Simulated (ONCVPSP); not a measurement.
# Ta, ONCV: configuration errors across variants

```
Element                 : tantalum (Ta)
Generator               : ONCVPSP 4.0.1
Type                    : optimised norm-conserving Vanderbilt (ONCV)
Functional              : PBEsol
Relativity              : scalar-relativistic
Frozen core             : [Kr] 4d10 4f14
Valence charge          : 13
Reference configuration : 5s2 5p6 5d3 6s2
Partial waves           : 5s+6s: rc 2.05 bohr, ncon 4, nbas 8, qcut 4.7 1/bohr, 2 projectors; 5p: rc 1.65 bohr, ncon 3, nbas 8, qcut 9.3 1/bohr, 2 projectors, debl 1.1 Ha; 5d: rc 1.65 bohr, ncon 4, nbas 8, qcut 4.9 1/bohr, local; f scattering state at 0.21 Ha: rc 1.80 bohr, ncon 4, nbas 8, qcut 6.9 1/bohr, 2 projectors, debl 0.6 Ha
Local potential         : the d channel
Core correction         : Teter function, fcfact 1.5, rcfact 1.3
```

In the p channel the program set the typed energies aside and used -1.449, 0.250 Ha.

All-electron excitation energies from the reference (eV): (1) 5s2 5p6 5d3 6s1 8.505; (2) 5s2 5p6 5d3 6s0 23.483; (3) 5s2 5p6 5d2 6s0 47.094; (4) 5s2 5p6 5d3 6s1.5 3.478.

1 further variants failed, have other tests or too few solved ones, and are left out.

A true bound ghost makes a file unfit for plane-wave use even where its test errors are small: the radial tests pick states by their node count and pass the ghost by.

Errors AE − PS in meV (a dash: test not solved or not reliable):

```tsv
change	(1)	(2)	(3)	(4)	bound ghosts	GHOST(+) flags above zero
base	-4.9	-14	-20	-1.7	s, f	none
s: rc 1.7	-3.9	-9.7	-15	-1.5	f	none
s: rc 1.86	-3.7	-10.0	-13	-1.5	f	s
s: rc 2.12	-4.8	-14	-20	-1.7	f	s
s: rc 2.56	-5.0	-16	-25	-1.7	f	none
s: rc 2.72	-5.1	-17	-29	-1.7	f	none
s: rc 2.96	-5.4	-19	-38	-1.8	f	s
```

Task: Give the same row for: s: rc 2.28.

Result: -4.9, -15, -21, -1.7; bound ghosts: f; GHOST(+) flags above zero: none.
